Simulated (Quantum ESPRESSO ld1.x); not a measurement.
Input file for ld1.x (Quantum ESPRESSO 7.5):

```
 &input
    zed=37.0,
    iswitch=1,
    rel=1,
    dft='PW91',
    config='[Kr] 5s1',
    verbosity='high',
    prefix='ld1',
    max_out_wfc=37,
    file_charge='ld1.rho',
 /
```

Command: `OMP_NUM_THREADS=1 ld1.x < ld1.in > ld1.out`

It prints (banner and zero overlaps left out):

```
     Program LD1 v.7.5 starts

     --------------------------- All-electron run ----------------------------

     scalar relativistic calculation

     atomic number is 37.00
     dft =PW91   lsd =0 sic =0 latt =0  beta=0.20 tr2=1.0E-14
     Exchange-correlation= PW91
                           (   1   4   2   2   0   0   0)
     mesh =2029 r(mesh) = 100.79433 a.u. xmin = -8.00 dx = 0.00800
     1 Ry =  13.60569312 eV, c = 137.03599908

     n l     nl                  e(Ry)          e(Ha)          e(eV)
     1 0     1S 1( 2.00)   -1105.147753679    -552.573876839 -15036.3011921
     2 0     2S 1( 2.00)    -147.632314672     -73.816157336  -2008.6399685
     2 1     2P 1( 6.00)    -130.892393192     -65.446196596  -1780.8817339
     3 0     3S 1( 2.00)     -21.903725842     -10.951862921   -298.0153721
     3 1     3P 1( 6.00)     -16.534554979      -8.267277489   -224.9640810
     4 0     4S 1( 2.00)      -2.349487485      -1.174743743    -31.9664057
     4 1     4P 1( 6.00)      -1.177527568      -0.588763784    -16.0210787
     3 2     3D 1(10.00)      -7.650477983      -3.825238991   -104.0900557
     5 0     5S 1( 1.00)      -0.164716078      -0.082358039     -2.2410764

     final scf error:  8.7E-15 reached in  49 iterations

     Etot =   -5963.569219 Ry,   -2981.784609 Ha,  -81138.492709 eV

     Ekin =    6107.591106 Ry,    3053.795553 Ha,   83098.010314 eV
     Encl =  -14370.840759 Ry,   -7185.420379 Ha, -195525.249285 eV
     Eh   =    2502.202101 Ry,    1251.101050 Ha,   34044.193913 eV
     Exc  =    -202.521667 Ry,    -101.260833 Ha,   -2755.447651 eV
```

Run on one thread of a shared host, so times are rough (Intel(R) Xeon(R) Processor @ 2.60GHz): 0.69 s of CPU time, 0.72 s wall, 49 iterations on 2029 mesh points.
